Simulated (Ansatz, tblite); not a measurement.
Forces on the cluster Ga4O8H4 at its PBE-D4/def2-SVP geometry. The state is a singlet with charge 0.

The xTB rows come from tblite. The restricted singlet is unstable towards broken spin symmetry in Hartree–Fock (as tested in another run); at PBE0-D4/def2-TZVP this wasn't settled. The structure comes from a short search, and lower isomers may exist.

GFN1-xTB (tblite), largest force 2.42 eV/Å:

```xyz
16
positions Å, forces eV/Å
Ga   -0.037   -0.258   -0.088   -0.278   -0.171    0.059
Ga    2.853   -0.131   -1.323    0.244   -0.175   -0.200
Ga    1.608    2.321    0.294    0.052    0.079    0.001
Ga   -2.532   -1.812    0.328   -0.698   -0.428    0.121
O     1.813    3.978    0.934   -0.754   -0.491    0.139
O    -0.801   -1.592    1.133    0.121   -0.878    0.354
O    -1.817   -0.499   -0.880   -0.782    0.429   -0.237
O    -3.579   -3.279    0.117    0.101    2.205    0.989
O     0.061    1.419    0.578    0.538   -0.094   -0.257
O    -4.206   -2.036    0.991    1.741   -1.059   -1.294
O     2.930    1.548   -0.650   -0.426   -0.131    0.154
O     1.318   -1.034   -0.993    0.041    0.506    0.163
H    -0.292   -2.373    1.418   -0.360    0.579   -0.154
H     1.015    4.244    1.429    0.587   -0.110   -0.327
H     4.029   -0.754   -2.126   -0.509    0.267    0.350
H    -2.363    0.257   -1.162    0.381   -0.529    0.141
```

GFN2-xTB (tblite), largest force 2.24 eV/Å:

```
Ga 0.057 -0.010 -0.015
Ga -0.127 0.087 0.066
Ga 0.325 0.296 -0.015
Ga -1.404 -0.880 0.237
O -0.774 -0.687 0.054
O 0.193 -0.658 0.039
O -0.486 0.452 0.026
O 0.353 2.048 0.832
O 0.500 -0.404 -0.398
O 1.743 -0.741 -1.180
O -0.462 -0.325 0.090
O 0.016 0.643 0.253
H -0.239 0.373 0.050
H 0.531 -0.048 -0.268
H -0.423 0.212 0.288
H 0.196 -0.359 -0.060
```

PBE0-D4/def2-TZVP (Ansatz), largest force 1.28 eV/Å:

```
Ga 0.053 -0.004 -0.014
Ga -0.250 0.143 0.157
Ga 0.053 -0.046 -0.057
Ga -0.332 -0.202 0.062
O -0.711 -0.276 0.216
O 0.078 -0.474 -0.120
O -0.328 0.267 0.160
O 0.046 1.165 0.531
O 0.548 -0.274 -0.358
O 0.907 -0.569 -0.688
O -0.569 -0.298 0.148
O 0.005 0.615 0.244
H -0.391 0.597 -0.231
H 0.622 -0.157 -0.364
H -0.133 0.067 0.095
H 0.402 -0.552 0.219
```
